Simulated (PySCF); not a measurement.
# Hartree-Fock beside MP2: B2ClH2

All numbers below are calculated, not measured. They come from PySCF 2.14.0, an open-source quantum chemistry program, on an isolated molecule that a program drew, which may never have been made. The molecule is B2ClH2 (charge 0, doublet), drawn as the SMILES string `[BH]BCl`.

The geometry was optimised and harmonic frequencies were computed with HF and MP2, all in the cc-pV(D+d)Z basis, for the commonest isotopes, with a restricted reference for singlets and an unrestricted one otherwise, and a frozen core in MP2. Each result is a local minimum of its method.

Geometry at the HF minimum:
```xyz
5
B2ClH2, angstrom
B    -2.2585    2.2992    0.4824
B    -1.7900    1.3624    1.7078
Cl   -0.4523    0.2026    1.4784
H    -2.6112    2.9906   -0.4073
H    -2.3069    1.4095    2.7839
```

Lengths of the bonds as drawn, in Å (atoms numbered as above):
```
  bond     HF    MP2
 B1-B2  1.612  1.614
B2-Cl3  1.785  1.774
 B1-H4  1.181  1.190
 B2-H5  1.195  1.205
```

Rotational constants, in GHz:
| constant | HF | MP2 |
|---|---|---|
| A | 49.66 | 49.17 |
| B | 5.662 | 5.715 |
| C | 5.083 | 5.12 |

Harmonic frequencies in cm^-1, each column in rising order, so a row needn't be the same motion in every method:
```
rank,HF,MP2
1,221,174
2,311,416
3,695,691
4,751,702
5,846,834
6,984,953
7,1198,1176
8,2746,?
9,2892,2823
```

**Estimate the missing MP2 frequency from the HF column.**

A single factor s that minimises the squared misfit of MP2 against s times HF over the other rows is sum(HF x MP2) / sum(HF^2) = 0.9776, with an rms misfit of 44 cm^-1. For rank 8 it gives 0.9776 x 2746 = 2684 cm^-1. The calculation gives 2674 cm^-1, 10 cm^-1 below the estimate. The drawn bonds are on average 0.3 % longer in MP2 than in HF.
